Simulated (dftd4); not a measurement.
Cl₃Ga, charge -1, doublet, at a GFN2-xTB geometry (such geometries of metal compounds can be far from the true shape) (a state made from the parent by changing its charge; the spin is typed, not shown lowest); D4 for b97d (dftd4).

The dftd4 input:
```
$ dftd4 mol.xyz --func b97d --charge -1 --json dftd4.json --noedisp

# file mol.xyz
4

Ga    -0.17281014     0.17703508     0.45753847
Cl    -1.66578596    -1.23426882    -0.51100727
Cl     0.20082140     1.87173581    -1.00780288
Cl     1.78008893    -0.96029567     0.68447530
```

### Question
Predict the main parts of the log of this dftd4 run.

### Answer

```
                    ____  _____ _____     ____  _  _
      -------------|  _ \|  ___|_   _|---|  _ \| || |------------
     |             | | | | |_    | | ___ | | | | || |_           |
     |             | |_| |  _|   | ||___|| |_| |__   _|          |
     |             |____/|_|     |_|     |____/   |_|            |
     |             ===================================           |
     |            E. Caldeweyher, S. Ehlert & S. Grimme          |
     |          Mulliken Center for Theoretical Chemistry        |
     |                    University of Bonn                     |
      -----------------------------------------------------------

Rational (Becke-Johnson) damping: b97d-D4-ATM
---------------------
  s6         1.0000
  s8         1.6946
  s9         1.0000
  a1         0.2890
  a2         4.1341
 alp        16.0000
--------------------

Dispersion energy:      -2.7311131893558E-02 Eh

[Info] JSON dump of results written to 'dftd4.json'
```
